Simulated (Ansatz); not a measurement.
Two members of one family (Series W(N)X3), computed with Ansatz in the gas phase; def2 core potentials for W, no spin–orbit coupling. The two geometries come from different levels. A negative affinity means that the extra electron isn't bound at that geometry and level; within about 0.2 eV of zero the sign isn't settled. Names give formal oxidation states. A dash marks a value that wasn't run or was left out as unsound. The structures are stationary points that may keep the symmetry of their start. Remarks come from the PBE and PBE0 runs and from stability tests at other levels; not every state was tested. A HOMO above zero means that the electron is unbound at that level and held by the basis, or that self-interaction error raises the level; the energy of removing that electron tells which. HOMO above LUMO (over both spins in singlets and doublets, within one spin in higher multiplets; at PBE or PBE0), or a gap under 0.15 eV within one spin, warns that the state may not be the lowest or that an electron is smeared out.

First: WNF3 (singlet, charge 0, PBE0-D4/def2-SVP geometry).

```xyz
5

W    -0.065    0.014   -0.004
N     1.547   -0.330    0.096
F    -0.863   -1.659   -0.154
F    -0.196    1.072   -1.526
F    -0.424    0.902    1.589
```

```csv
level,HOMO (eV),LUMO (eV),gap (eV),vertical EA (eV)
LDA (SPW92)/def2-TZVP,-8.06,-3.75,4.31,–
PBE-D4/def2-SVP,-7.76,-3.25,4.51,–
PBE-D4/def2-TZVP,-7.85,-3.41,4.45,–
PBE-D4/def2-TZVPD,-7.89,-3.45,4.44,0.16
r2SCAN-D4/def2-TZVPD,-8.25,-3.32,4.92,0.18
```

Metal–donor distances: 1 × N 1.65 Å, 3 × F 1.86 Å. Remarks: restricted SCF unstable in HF, HOMO above zero (-1 doublet), gap within one spin near zero at PBE or PBE0 (-1 doublet).

Second: WN(OH)3 (singlet, charge 0, r2SCAN-D4/def2-SVP geometry).

Cartesian coordinates in Å:
```
W 0.0046 -0.0724 -0.0231
N -0.0929 1.5226 0.4835
O 0.3767 -1.0772 1.5468
H 0.4736 -0.6630 2.4141
O 1.4175 -0.1130 -1.2929
H 1.9200 0.6782 -1.5315
O -1.6944 -0.4645 -0.7789
H -2.4052 0.1892 -0.8180
```

Question: Estimate how these quantities change from the first to the second (second minus first).

Answer: 
```tsv
level	Δ HOMO (eV)	Δ LUMO (eV)	Δ gap (eV)	Δ vertical EA (eV)
LDA (SPW92)/def2-TZVP	1.12	1.70	0.58	–
PBE-D4/def2-SVP	1.11	1.65	0.54	–
PBE-D4/def2-TZVP	1.09	1.63	0.54	–
PBE-D4/def2-TZVPD	1.05	1.56	0.51	-0.45
r2SCAN-D4/def2-TZVPD	1.10	1.59	0.49	-0.68
```

Metal–donor distances: 1 × N 1.68 Å, 3 × O 1.90 Å. Remarks: restricted SCF unstable in HF, HOMO above zero (-1 doublet).
